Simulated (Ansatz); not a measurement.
Reaction (cleavage of the B–Si bond): `FB[SiH2]Cl` + CH₃NH₂ → `CNBF` + `[SiH3]Cl`

Calculated with Ansatz (gas phase, PBE0-D4/def2-TZVP geometries, no zero-point term in ΔE). CCSD(T)/CBS is the MP2 limit (def2-TZVPP, def2-QZVPP) plus CCSD(T) − MP2 in def2-TZVPP, frozen cores. This one scheme is used for every species. DFT in def2-TZVPP. One conformer a species, not always the lowest.

CCSD(T)/CBS gives -1.80 eV.

Task: Another level gave -1.87 eV. Which?
A. PBE/def2-TZVPP
B. revPBE/def2-TZVPP
C. LC-ωPBE/def2-TZVPP
D. BHLYP-D4/def2-TZVPP

Result: D. BHLYP-D4 -1.87, PBE -1.72, LC-ωPBE -1.79, revPBE -1.66 eV.

Task: What do rigid-rotor, harmonic-oscillator terms from PBE0-D4/def2-TZVP frequencies (298.15 K, 1 bar) make of the CCSD(T)/CBS value? (An estimate is asked.)

Result: The calculation gave: ΔZPE = -0.01 eV, ΔH = -1.83 eV, ΔS = -25 J/(mol·K), ΔG = -1.76 eV.

Largest T1 diagnostic among the species: 0.012.

From BLYP to BHLYP (50 % exact exchange), in def2-TZVPP and without D4, ΔE moves by −0.10 eV. Leaving LDA and LC-ωPBE aside and taking each functional with its dispersion term where it has one, the values, not all of them listed here, spread over 0.19 eV, from CAM-B3LYP-D4 to revPBE-D4. LDA lies −0.16 eV from PBE without D4.
